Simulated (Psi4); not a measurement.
calcium atom (Ca), singlet. Base run: SVWN/def2-TZVP (Psi4 1.11).

The Psi4 input:
```
memory 2 GB

molecule {
0 1
  Ca    0.00000000    0.00000000    0.00000000
}

set basis def2-tzvp

energy('svwn')
print_variables()
```

Variants of this job, named by their change:

```tsv
change	E (Eh)
base	-676.11858
functional = pbe0	…
functional = r2scan	…
functional = cam-b3lyp	-677.58435
functional = pbe	-677.32883
functional = mn15	-677.50536
functional = tpssh	…
functional = b97m-v	-677.37968
functional = wb97x-v	-677.45874
functional = wb97m-v	-677.52823
functional = scan	…
functional = blyp	-677.56266
functional = bp86	-677.62095
```

Some entries are withheld; supply them.


- functional = pbe0, E (Eh): -677.37591
- functional = r2scan, E (Eh): -677.50671
- functional = tpssh, E (Eh): -677.56402
- functional = scan, E (Eh): -677.58063

Total energies compare only within one method and basis.
